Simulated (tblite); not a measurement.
Species: C6H12O3.
Z-matrix (Å and degrees, GFN2-xTB geometry), rows numbered from 1:
```
C 
O   1  1.4214
C   2  1.3359  1  115.75
O   3  1.1987  2  125.24  1     0.63
O   3  1.3294  2  108.47  1   179.78
C   5  1.4286  3  116.20  2   177.96
C   6  1.5323  5  111.96  3   -79.69
C   7  1.5262  6  110.42  5   -60.70
C   7  1.5255  6  109.60  5   176.41
H   1  1.0922  2  110.24  3    75.33
H   1  1.0916  2  110.53  3   -45.16
H   1  1.0871  2  106.01  3  -165.30
H   6  1.0917  5  104.83  3   159.98
H   6  1.0951  5  109.12  3    42.28
H   7  1.0949  6  107.49  5    58.20
H   8  1.0872  7  110.31  6    54.01
H   8  1.0872  7  110.50  6   174.15
H   8  1.0880  7  110.35  6   -65.80
H   9  1.0866  7  110.11  6  -179.28
H   9  1.0880  7  110.52  6    60.91
H   9  1.0870  7  110.68  6   -59.37
```

Calculated harmonic vibrations of the isolated species, GFN2-xTB (tblite), most abundant isotopes, no scaling. Errors from tens to a few hundred cm⁻¹ against measured bands are possible. One conformer, not necessarily the lowest.

Harmonic wavenumbers (cm⁻¹): 42.6, 46.9, 65.0, 69.7, 157.7, 197.8, 209.7, 225.2, 269.0, 303.0, 342.9, 412.8, 429.3, 565.2, 668.9, 723.8, 868.9, 893.1, 952.0, 960.6, 972.7, 995.9, 1015.6, 1115.3, 1126.4, 1149.1, 1156.4, 1174.6, 1185.0, 1203.5, 1247.7, 1294.6, 1332.3, 1343.1, 1386.9, 1407.3, 1419.2, 1435.5, 1443.0, 1463.6, 1493.5, 1494.6, 1502.3, 1504.5, 1802.6, 2939.2, 2950.3, 2972.9, 2981.2, 2987.3, 3029.9, 3035.2, 3039.5, 3040.5, 3044.1, 3046.7, 3050.8.

A = 3773, B = 798.2, C = 751.6 MHz; mass 132.079 u (most abundant isotopes); point group C1, symmetry number 1.

Q: What is the zero-point energy?

A: ½Σν̃ = 38593 cm⁻¹ = 110.34 kcal/mol.

Q: Entropy at 298.15 K, 1 bar (ideal gas, RRHO, classical rotation)?

A: Translation 40.57, rotation 29.34, vibration 35.76: S = 105.7 cal/(mol K).

Q: And Cp and H(298.15 K) − H(0)?

A: Cp = 40.03 cal/(mol K), of which vibrations give 32.08 (their classical limit is 57 R = 113.3); H(298.15 K) − H(0) = 7.61 kcal/mol without the zero-point energy, 5.24 from vibrations.

Q: Blend soft modes into free rotors: weight 1/[1 + (100 cm⁻¹/ν̃)⁴] for the oscillator and the rest for a rotor with moment μB/(μ + B), μ = h/(8π²ν), B = 10⁻⁴⁴ kg m². What vibrational entropy results?

A: 31.48 cal/(mol K) in place of 35.76, which changes −T·S at 298.15 K by +1.28 kcal/mol.

Q: What must be added to the electronic energy to get the Gibbs energy at 298.15 K and 1 bar?

A: ZPE + [H(298.15 K) − H(0)] − T·S = 110.34 + 7.61 − 31.51 = 86.44 kcal/mol.

Hindered rotation and anharmonicity are outside this model. Other conformers, if any are populated, would add a mixing term that is left out. The structure is chiral; the term R ln 2 for an equal mix with its mirror image is left out.
